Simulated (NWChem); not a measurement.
# InNH$_{4}$O; SMILES [NH2][InH][OH]

```xyz
7

In    -0.2880    -0.0040     0.0006
H     -1.9972    -0.0986    -0.0748
O      0.9080    -1.6121    -0.0011
H      0.4220    -2.4417    -0.0520
N      0.8664     1.6460    -0.0472
H      1.8478     1.5593     0.1968
H      0.5091     2.5502     0.2405
```
Atoms are numbered in this order, from 1.

Results from NWChem. All runs use the structure optimised with PBE0/def2-SVP. Not confirmed as a minimum by frequencies. def2 effective core potentials on In; no spin-orbit coupling. Ions are spin-unrestricted doublets at the neutral geometry; other ion states weren't tried.

For level B3LYP/def2-SVP:

```
Quantity                               Result
-------------------------------------  ------
vertical ionisation energy, ΔSCF (eV)    9.06
−ε(HOMO) (eV)                            6.55
```

**Question.** How do the values read with level PBE/def2-SVP instead?

**Answer.** The vertical ionisation energy, ΔSCF (eV) is 8.81. The −ε(HOMO) (eV) is 5.41.
